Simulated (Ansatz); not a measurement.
A CCSD(T) single point on C2H6BFSi (`B/C=C(\F)[SiH3]`).

```yaml
crystal:
  periodic: [false, false, false]
  atoms:
    - {symbol: B, position_ang: [-2.207688, 0.731722, -0.039045]}
    - {symbol: C, position_ang: [-0.853549, 0.165495, 0.405607]}
    - {symbol: C, position_ang: [0.218841, 0.033166, -0.388714]}
    - {symbol: F, position_ang: [0.158526, 0.407951, -1.675394]}
    - {symbol: Si, position_ang: [1.912560, -0.654337, 0.089142]}
    - {symbol: H, position_ang: [-3.104871, 0.808547, 0.747766]}
    - {symbol: H, position_ang: [-2.376625, 1.096801, -1.162417]}
    - {symbol: H, position_ang: [-0.691729, -0.169339, 1.427130]}
    - {symbol: H, position_ang: [2.939435, 0.390986, -0.144592]}
    - {symbol: H, position_ang: [1.861253, -1.033112, 1.520813]}
    - {symbol: H, position_ang: [2.209249, -1.834780, -0.759594]}
basis:
  gaussian: {orbitals: def2-TZVPP}
correlation: {method: ccsd_t}
```

```sh
$ ansatz run in.yaml --threads 4 --pin off --events-out ev --progress --plain --max-ram 10444MiB
```

The program prints (abridged):

```
Functional definition: HF
1487 factors; integrals over basis functions are off by at most 1.2e-3 eV
mean field evaluation 1: about -13393.4175 eV, gradient 3.3e1 eV
mean field evaluation 2: about -13393.6433 eV, gradient 3.3e1 eV
mean field evaluation 4: about -13396.9481 eV, gradient 4.2e0 eV
mean field evaluation 8: about -13397.0274 eV, gradient 3.3e-1 eV
mean field evaluation 16: about -13397.0285 eV, gradient 2.8e-6 eV
mean field -13397.02853278 eV, -492.3317177475 hartree, gradient 2.8e-6 eV, S^2 0.000000; 0 other end points of the search recorded, 0 dependent functions left out; unrestricted orbitals would lower it
9 core orbitals not correlated: weight in the atoms' cores, before any rotation towards them, 1.000 or more for the frozen orbitals, at most 0.000 for the correlated occupied ones
reference -13397.02853278 eV, -492.3317177475 hartree; 14, 14 occupied and 227, 227 virtual orbitals, 1487 factors
second order -21.41977781 eV of doubles, -0.00000000 eV of singles
cycle   1  -21.99300436 eV  change   -5.7e-1 eV  update   1.1e-1
cycle   2  -22.58379778 eV  change   -5.9e-1 eV  update   3.5e-2
cycle   3  -22.72936673 eV  change   -1.5e-1 eV  update   1.9e-2
cycle   4  -22.71999244 eV  change    9.4e-3 eV  update   4.6e-3
cycle   5  -22.71687297 eV  change    3.1e-3 eV  update   2.3e-3
cycle   6  -22.71773967 eV  change   -8.7e-4 eV  update   6.5e-4
cycle   7  -22.71755047 eV  change    1.9e-4 eV  update   3.2e-4
cycle   8  -22.71741593 eV  change    1.3e-4 eV  update   1.3e-4
cycle   9  -22.71744320 eV  change   -2.7e-5 eV  update   6.2e-5
cycle  10  -22.71744245 eV  change    7.5e-7 eV  update   2.2e-5
perturbative correction -0.88929056 eV, -0.0326808253 hartree
Total energy: -13420.63526579 eV, -493.1992491846 hartree
```

It took 92 s on 4 threads of an Intel Xeon Platinum 8259CL on a shared host, with 5.4 GiB of host memory at the peak.

The correlation energy is -23.607 eV, 3.8 % of it from (T); the T1 diagnostic reads 0.0131.
